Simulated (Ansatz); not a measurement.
Cost and result up the ladder for AlGe₂₃H₃₂ (56 atoms). Charge 0, multiplicity 2. Geometry: PBE-D4/def2-SVP.

```xyz
56

Ge   -3.563   -2.394    1.070
Ge   -0.663   -3.601   -2.260
Ge    0.005    3.202   -3.685
Ge    0.989   -0.595   -4.332
Ge   -1.607    0.172   -1.385
Ge   -0.421    2.417    1.977
Ge    0.362   -1.560    1.058
Ge    2.331    1.367   -1.064
Ge   -1.879   -0.567    4.247
Ge    1.998    0.343    4.343
Ge    3.131   -2.562   -1.633
Ge   -3.758   -0.439   -0.388
Ge   -1.896    2.467   -2.325
Ge   -2.301    1.679    3.363
Ge   -1.038   -1.374   -3.198
Ge   -1.551   -2.201    2.450
Ge    1.052   -3.281   -0.546
Ge    0.453    1.533   -5.417
Ge    2.003    3.460   -2.298
Ge    2.823   -0.381   -2.714
Al    0.267    0.839    0.199
Ge    1.485    2.588    3.514
Ge    2.387   -1.180    2.466
Ge    0.129   -0.548    5.647
H    -4.821   -2.513    1.981
H    -3.484   -3.675    0.191
H    -0.152   -4.573   -3.363
H    -1.968   -4.190   -1.652
H    -0.405    4.557   -4.347
H     1.377   -1.658   -5.410
H    -0.733    3.867    1.485
H     3.616    1.545   -0.192
H    -3.102   -1.043    5.096
H     3.297    0.341    5.211
H     3.528   -3.634   -2.694
H     4.272   -2.495   -0.577
H    -4.762   -0.741   -1.541
H    -4.304    0.770    0.423
H    -3.204    2.416   -3.179
H    -2.148    3.433   -1.130
H    -3.632    1.666    2.556
H    -2.503    2.632    4.580
H    -2.245   -1.390   -4.192
H    -1.231   -3.600    3.071
H     1.283   -4.604    0.253
H    -0.790    1.350   -6.337
H     1.641    2.013   -6.303
H     3.206    3.812   -3.224
H     1.792    4.649   -1.313
H     4.118   -0.052   -3.525
H     2.741    3.142    2.779
H     1.196    3.512    4.735
H     3.513   -0.662    1.525
H     2.810   -2.600    2.971
H    -0.103    0.335    6.909
H     0.455   -1.993    6.126
```

Ansatz on 11 threads of AMD EPYC 7R13 on a shared host and a whole NVIDIA H100 80GB HBM3. Times are rough, and most runs start from the orbitals of an earlier one. PBE0-D4/def2-SVP serves as the yardstick here, not as an exact answer. Differences are given only for rows in sets of like size (and for xTB, whose basis is part of the method), since another set adds its own error. Binding counts from free atoms at the same level (Ge triplet, Al doublet, H doublet; other spins of the atoms weren't run), without zero-point energy or a counterpoise term.

B3LYP takes the VWN-RPA correlation. Single mean-field runs in STO-3G, def2-SVP, def2-mTZVP are fitted with def2-universal-jkfit.

| level | functions | wall time | binding energy per atom (eV) | difference from PBE0-D4/def2-SVP (eV) |
| --- | --- | --- | --- | --- |
| PBE-D4/def2-SVP (with forces) | 914 | 20 s | 2.90 | 0.00 |
| HF/STO-3G | 455 | 21 s | 3.79 | – |
| r2SCAN-D4/def2-mTZVP | 946 | 25 s | 2.90 | – |
| r2SCAN-D4/def2-SVP | 914 | 27 s | 2.93 | 0.03 |
| PBE0-D4/def2-SVP | 914 | 34 s | 2.90 | 0.00 |
| B3LYP-D4/def2-SVP (with forces) | 914 | 54 s | 2.87 | -0.04 |
